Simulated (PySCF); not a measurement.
**How methods differ on the excitation energy of F**

F [He] 2s2 2p5 (2P) → F [He] 2s1 2p5 3s1 (4P), as a difference of total energies. Computed with PySCF 2.14 in aug-cc-pCVTZ-DK with one added diffuse shell each of s, p, d, f type (8s7p5d3f, 75 functions), with the spin-free X2C one-electron Hamiltonian (Gaussian nucleus). Correlated levels: valence: 1s2 frozen; valence and next inner shell: nothing frozen. The calculations carry no spin-orbit coupling.

| method | excitation energy (cm⁻¹) |
| --- | --- |
| UHF | 265720 |
| LDA | 254360 |
| PBE | 254190 |
| PBE0 | 259440 |
| r2SCAN | 261570 |
| B3LYP | 258990 |
| HSE06 | 259200 |
| TPSSh | 260530 |
| wB97X-V | 262230 |
| MP2 (valence) | 267990 |
| SCS-MP2 (valence) | 267110 |
| MP2 (valence and next inner shell) | 267640 |
| SCS-MP2 (valence and next inner shell) | 266900 |

The upper state lies above the first ionisation limit, where it may autoionise and the basis confines it. A Rydberg-like electron needs more diffuse functions than a valence basis has.

The promoted electron is Rydberg-like, and one or two diffuse shells describe it only roughly, which tends to raise the upper state.
